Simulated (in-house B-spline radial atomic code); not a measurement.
Whole-atom quantities along the 33-electron series, configuration [Ar] 3d10 4s2 4p3. Breit and QED terms are first order and not part of the total energy; the density at the nucleus is averaged over the nuclear charge. Computed with a radial B-spline atomic code at the basis-set limit: Dirac-Hartree-Fock, average of the configuration, finite nuclei.

| ion | Z | E/Z² (Eh) | Σ<r²> (bohr²) | n(0)/Z³ (bohr⁻³) | Lamb diamagnetic shielding (ppm) | repulsion over attraction | Breit energy (eV) | self-energy (eV) | vacuum polarisation (eV) | Dirac less non-relativistic energy (Eh) |
| --- | --- | --- | --- | --- | --- | --- | --- | --- | --- | --- |
| As | 33 | -2.0748 | 41.644 | 0.97019 | 2935.61 | 0.16248 | 28.63 | 21.245 | -2.0505 | -25.27 |
| Se+ | 34 | ? | ? | ? | ? | ? | ? | ? | ? | ? |
| Br2+ | 35 | ? | ? | ? | ? | ? | ? | ? | ? | ? |
| Kr3+ | 36 | -2.1498 | 21.175 | 1.0354 | 3297.33 | 0.15535 | 38.596 | 28.767 | -2.93 | -36.804 |
| Rb4+ | 37 | -2.1734 | 18.189 | 1.0593 | 3418.1 | 0.15275 | 42.397 | 31.65 | -3.2802 | -41.437 |
| Sr5+ | 38 | -2.1962 | 15.889 | 1.0841 | 3539.17 | 0.15012 | 46.452 | 34.734 | -3.6621 | -46.508 |

Fill in the row of Se+.

E/Z² (Eh): -2.1005; Σ<r²> (bohr²): 31.27; n(0)/Z³ (bohr⁻³): 0.99086; Lamb diamagnetic shielding (ppm): 3056.28; repulsion over attraction: 0.1603; Breit energy (eV): 31.721; self-energy (eV): 23.573; vacuum polarisation (eV): -2.317; Dirac less non-relativistic energy (Eh): -28.746.

Fill in the row of Br2+.

E/Z² (Eh): -2.1255; Σ<r²> (bohr²): 25.249; n(0)/Z³ (bohr⁻³): 1.0127; Lamb diamagnetic shielding (ppm): 3176.77; repulsion over attraction: 0.15789; Breit energy (eV): 35.04; self-energy (eV): 26.077; vacuum polarisation (eV): -2.6096; Dirac less non-relativistic energy (Eh): -32.583.

With what power of Z does the column «Breit energy (eV)» change over this range?

A fit of the logarithm of its size against log Z from Z = 33 to 38 has slope 3.43.
